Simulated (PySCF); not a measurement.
Compound: C8H10OSi.
Z-matrix (Å and degrees, GFN2-xTB geometry), rows numbered from 1:
```
C 
C   1  1.5104
O   2  1.2124  1  123.14
C   2  1.4593  1  114.20  3   179.80
C   4  1.3451  2  134.69  1  -174.11
C   5  1.5025  4   94.40  2   178.10
Si  6  1.8881  5  120.38  4   125.11
C   6  1.5150  5  112.34  4   -84.48
C   8  1.3288  6   94.36  5    84.90
C   9  1.5077  8   94.64  6    -1.07
H   1  1.0879  2  109.57  3  -124.37
H   1  1.0884  2  109.47  3   117.27
H   1  1.0864  2  110.24  3    -3.27
H   5  1.0734  4  134.22  2     1.15
H   7  1.4629  6  108.40  5    73.01
H   7  1.4621  6  108.09  5   -47.55
H   7  1.4631  6  107.49  5  -167.12
H   8  1.0732  6  130.33  5   -92.82
H   9  1.0743  8  134.91  6  -179.45
H  10  1.0843  4  119.05  2    54.66
```

Definitions: NICS(0) = −σiso at the ring centroid; NICS(1) = −σiso and NICS(1)zz = −σzz at ±1 Å along the ring normal z. Level: GIAO PBE0/pcSseg-1 (PySCF, non-relativistic, gas phase) on the GFN2-xTB geometry, one conformer.

Ring bond lengths (Å), with Mayer bond orders in brackets: C4–C5 1.345 (1.68), C5–C6 1.503 (1.00), C6–C10 1.566 (0.96), C10–C4 1.516 (0.97); C6–C8 1.515 (0.98), C8–C9 1.329 (1.79), C9–C10 1.508 (1.00), C10–C6 1.566 (0.96).

Question: What do the NICS probes read (ppm)?

Answer: 
| ring | type | NICS(0) | NICS(1), two faces | NICS(1)zz, two faces | rms pucker (Å) | centre to ring atoms, mean (Å) |
| --- | --- | --- | --- | --- | --- | --- |
| C4–C5–C6–C10 | 4-membered carbocycle; formal bonds 1 double, 3 single | -3.6 | -2.7 / -3.2 | -5.0 / -1.5 | 0.01 | 1.05 |
| C6–C8–C9–C10 | 4-membered carbocycle; formal bonds 1 double, 3 single | -2.1 | -2.7 / -2.5 | -4.4 / -0.8 | 0.01 | 1.05 |

Question: What can be read from them?

Answer: 
- C4–C5–C6–C10: mean NICS(1)zz -3.3 ppm, shielded. C6, C10 have four or more neighbours; no verdict on aromaticity is drawn. The two faces differ by 3.5 ppm, so no symmetry operation interchanges them.
- C6–C8–C9–C10: mean NICS(1)zz -2.6 ppm, near zero. C6, C10 have four or more neighbours, and the NICS criterion for π rings isn't applied. The two faces differ by 3.6 ppm, so no symmetry operation interchanges them.

The run took 2.0 min (with the writing of density and orbital grids) on an Arm Neoverse N1 with one thread, no GPU, shared host with 64 logical CPUs at a one-minute load of 62, and the process peaked at 1.0 GiB of memory. This is the whole shielding run at PBE0/pcSseg-1, SCF included.
